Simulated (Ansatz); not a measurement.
Start from `C[NH][Zr]([OH])([F])[Cl]` and change one atom or group to get `O=C=[N][Zr]([OH])([F])[Cl]`.

Ansatz, PBE0-D4/def2-TZVP geometries, multiplicity 1. Each molecule was computed in one conformer, which needn't be the lowest.

Elements past krypton have def2 core potentials.

```csv
property,`C[NH][Zr]([OH])([F])[Cl]`
HOMO energy (PBE/def2-TZVPP) / eV,-5.93
HOMO energy (B3LYP/def2-TZVPP) / eV,-7.03
HOMO–LUMO gap (PBE/def2-TZVPP) / eV,4.25
LUMO energy (PBE/def2-TZVPP) / eV,-1.68
HOMO energy (PBE0/def2-TZVPP) / eV,-7.25
LUMO energy (ωB97M-V/def2-TZVPP) / eV,0.64
```

(1) Give the same properties after the change, and the shifts. (Best estimate.)

Results:

(1) The calculation gave: 
```csv
property,`O=C=[N][Zr]([OH])([F])[Cl]`,shift
HOMO energy (PBE/def2-TZVPP) / eV,-7.56,-1.63
HOMO energy (B3LYP/def2-TZVPP) / eV,-8.70,-1.67
HOMO–LUMO gap (PBE/def2-TZVPP) / eV,5.01,0.76
LUMO energy (PBE/def2-TZVPP) / eV,-2.55,-0.87
HOMO energy (PBE0/def2-TZVPP) / eV,-8.96,-1.71
LUMO energy (ωB97M-V/def2-TZVPP) / eV,0.31,-0.33
```

With PBE0 the HOMO falls by 1.71 eV and the LUMO falls by 1.00 eV, so the gap widens by about 0.71 eV. PBE moves the HOMO by -1.63 eV and ωB97M-V by -1.63 eV. The zero-point energy changes by -105.5 kJ/mol with -9 modes.

B3LYP here is the variant with VWN-RPA as its local correlation; programs differ in this.
